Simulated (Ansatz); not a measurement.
Mulliken charges of `O[SiH](O)[SiH2]` radical from B3LYP/def2-TZVPP in Ansatz (PBE0-D4/def2-TZVP geometry).

| atom | x (Å) | y (Å) | z (Å) | charge (e) |
| --- | --- | --- | --- | --- |
| O1 | 0.978 | 1.346 | -0.653 | -0.377 |
| Si2 | 0.628 | 0.003 | 0.234 | 0.576 |
| O3 | 1.016 | -1.393 | -0.548 | -0.383 |
| Si4 | -1.631 | -0.275 | 0.735 | 0.003 |
| H5 | 0.462 | 1.496 | -1.447 | 0.186 |
| H6 | 1.455 | 0.191 | 1.451 | -0.103 |
| H7 | 1.939 | -1.537 | -0.766 | 0.185 |
| H8 | -2.473 | -0.787 | -0.381 | -0.043 |
| H9 | -2.283 | 0.910 | 1.358 | -0.044 |

By hand: the dipole of these point charges (1 e Å = 4.8032 D).

Σ q r = (0.101, -0.005, -0.011) e Å, of length 0.102 e Å = 0.49 D.

How does the dipole of the full density compare? (Estimate.)

The calculation gave: (0.119, -0.011, -0.210) e Å, 1.16 D; the point charges give 0.42 times that, at 54° from its direction.

Point charges leave out the atoms' own dipoles, such as those of lone pairs, and Mulliken's split depends on the basis, so the two needn't agree.

B3LYP here is the variant with VWN-RPA as its local correlation; programs differ in this.
